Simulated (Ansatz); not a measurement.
Cost and result for the atomization energy of ClH$_{5}$OSiSn (`[SiH3][O][SnH2][Cl]`) (9 atoms, 8 bonds).

Cartesian coordinates in Å:
```
Si -1.3205 0.9153 0.3045
O -0.5476 -0.5268 0.2629
Sn 1.2286 -1.1665 -0.1979
Cl 2.2671 0.5994 -1.2942
H -1.5254 1.4577 -1.0656
H -2.6428 0.7012 0.9467
H -0.5515 1.9158 1.0952
H 1.0245 -2.4387 -1.2989
H 2.0676 -1.4574 1.2473
```

Total charge 0; spin multiplicity 1. Correlated methods include outer-core shells of Sn, which these sets cover unevenly. Sn takes the def2 core potential. Geometry: relaxed with PBE0-D4/def2-TZVP. It is one conformer, not always the lowest. Program: Ansatz. All runs use 4 threads of an INTEL XEON PLATINUM 8581C on a shared host. Times are those of one run each, without the atoms' runs, and a repeat can differ threefold. Electronic energies, without spin–orbit coupling; frozen cores. CCSD(T)/CBS adds CCSD(T) − MP2 in def2-TZVPP to the MP2 limit, and its time is that of the two runs behind it. T1 = 0.013. With those shells the extrapolation isn't a true limit. HSE06 is the plane-wave form, built on full-range PBE exchange.

CCSD(T)/CBS is a level of theory with its own doubt, some kJ/mol a heavy atom from the limit and from the frozen cores, so smaller differences don't rank the functionals.

```json
{"level": "LDA (SPW92)/def2-TZVPP", "functions": "235", "wall time": "0.75 s"}
{"level": "BLYP-D4/def2-TZVPP", "functions": "235", "wall time": "1.1 s"}
{"level": "PBE-D4/def2-TZVPP (with forces)", "functions": "235", "wall time": "1.3 s"}
{"level": "BHLYP-D4/def2-TZVPP", "functions": "235", "wall time": "1.9 s"}
{"level": "HSE06-D4/def2-TZVPP", "functions": "235", "wall time": "1.9 s"}
{"level": "r2SCAN-D4/def2-TZVPP (with forces)", "functions": "235", "wall time": "2.4 s"}
{"level": "CCSD(T)/def2-SVP", "functions": "101", "wall time": "2.6 s"}
{"level": "B2PLYP/def2-TZVPP", "functions": "235", "wall time": "3 s"}
{"level": "ωB97X-V/def2-TZVPP", "functions": "235", "wall time": "4.1 s"}
{"level": "ωB97M-V/def2-TZVPP (with forces)", "functions": "235", "wall time": "6 s"}
{"level": "MP2/def2-QZVPP", "functions": "429", "wall time": "10 s"}
{"level": "CCSD(T)/def2-TZVPP", "functions": "235", "wall time": "61 s"}
{"level": "CCSD(T)/CBS(def2)", "functions": "–", "wall time": "71 s"}
```

(1) What atomization energy does each give, and how far from CCSD(T)/CBS? (An estimate is asked.)

## Answers

(1) The calculation gave: 
| level | atomization (kJ/mol) | difference from CCSD(T)/CBS | per bond |
| --- | --- | --- | --- |
| LDA (SPW92)/def2-TZVPP | 2975.8 | 295.2 | 36.9 |
| BLYP-D4/def2-TZVPP | 2608.8 | -71.8 | -9.0 |
| PBE-D4/def2-TZVPP (with forces) | 2623.2 | -57.4 | -7.2 |
| BHLYP-D4/def2-TZVPP | 2581.4 | -99.2 | -12.4 |
| HSE06-D4/def2-TZVPP | 2596.1 | -84.5 | -10.6 |
| r2SCAN-D4/def2-TZVPP (with forces) | 2645.6 | -35.0 | -4.4 |
| CCSD(T)/def2-SVP | 2433.8 | -246.8 | -30.8 |
| B2PLYP/def2-TZVPP | 2601.5 | -79.1 | -9.9 |
| ωB97X-V/def2-TZVPP | 2678.0 | -2.6 | -0.3 |
| ωB97M-V/def2-TZVPP (with forces) | 2652.2 | -28.4 | -3.5 |
| MP2/def2-QZVPP | 2654.1 | -26.5 | -3.3 |
| CCSD(T)/def2-TZVPP | 2591.7 | -88.9 | -11.1 |
| CCSD(T)/CBS(def2) | 2680.6 | 0.0 | 0.0 |

At CCSD(T), def2-SVP lies −246.7 kJ/mol from the extrapolated value and def2-TZVPP −88.9 kJ/mol: correlation converges slowly with the basis, and small sets miss more of it in the bonded molecule than in its fragments. From BLYP to BHLYP (50 % exact exchange), in def2-TZVPP and without D4, the atomization energy moves by −12.7 kJ/mol: exact exchange takes away binding that semilocal exchange gives to molecules. Leaving LDA and LC-ωPBE aside and taking each functional with its dispersion term where it has one, the values, not all of them listed here, spread over 129.1 kJ/mol, from revPBE-D4 to B97M-V. LDA lies +374.6 kJ/mol from PBE without D4, its usual overbinding.

Spin–orbit coupling would lower the free Sn atoms strongly, and the atomization energy with them, by more than many differences here. For some Ge, Se and Sn compounds the MP2-based and the directly extrapolated limit differ by 10 to 25 kJ/mol.
